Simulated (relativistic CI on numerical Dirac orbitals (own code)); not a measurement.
**Slater and spin-orbit integrals, Sr¹⁵⁺**

Method of calculation: Dirac-Coulomb-Breit CI, orbitals from a KLI potential per configuration, model QED, unscaled Slater integrals (own radial code, finite nucleus).

Slater integrals F^k, G^k are unscaled and averaged over j, outside the closed core [Ne]; ζ comes from projecting the Hamiltonian with its Breit term on Σ l·s of the shell.

- 3s2 3p6 3d5: F^2(3d,3d) = 231840, F^4(3d,3d) = 148390, ζ(3d) = 7042.2 cm⁻¹; <r>(3d) = 0.4314, <r^2>(3d) = 0.2192 (bohr units).
- 3s2 3p5 3d6: ζ(3p) = 64873, F^2(3d,3d) = 231150, F^4(3d,3d) = 147920, F^2(3p,3d) = 214000, G^1(3p,3d) = 244980, G^3(3p,3d) = 158050, ζ(3d) = 6902.2 cm⁻¹; <r>(3p) = 0.4617, <r^2>(3p) = 0.2465, <r>(3d) = 0.4325, <r^2>(3d) = 0.2204 (bohr units).
- 3s2 3p4 3d7: F^2(3p,3p) = 215920, ζ(3p) = 64855, F^2(3d,3d) = 230430, F^4(3d,3d) = 147440, F^2(3p,3d) = 213630, G^1(3p,3d) = 244840, G^3(3p,3d) = 157860, ζ(3d) = 6764.7 cm⁻¹; <r>(3p) = 0.4623, <r^2>(3p) = 0.2472, <r>(3d) = 0.4337, <r^2>(3d) = 0.2217 (bohr units).

(1) Give the Racah parameters of the d shell in 3s2 3p6 3d5.

Averages of the first 10 configurations, taken without configuration mixing, which lowers the lowest level and can move excited configurations by several eV; other configurations of the list can lie among them:

```csv
Configuration,Parity,States,Average energy above the lowest level (eV)
3s2 3p6 3d5,even,252,20.1
3s2 3p5 3d6,odd,1260,150.8
3s2 3p4 3d7,even,1800,284.5
3s 3p6 3d6,even,420,238.6
3p6 3d7,even,120,461.3
3s2 3p6 3d4 4s,even,420,237.8
3s2 3p6 3d4 4p,odd,1260,266.3
3s 3p5 3d7,odd,1440,368.1
3s2 3p6 3d4 4d,even,2100,309.5
3s2 3p6 3d3 4s2,even,120,471.7
```

Answers

(1) B = F²/49 − 5F⁴/441 = 3049 cm⁻¹ and C = 35F⁴/441 = 11777 cm⁻¹.
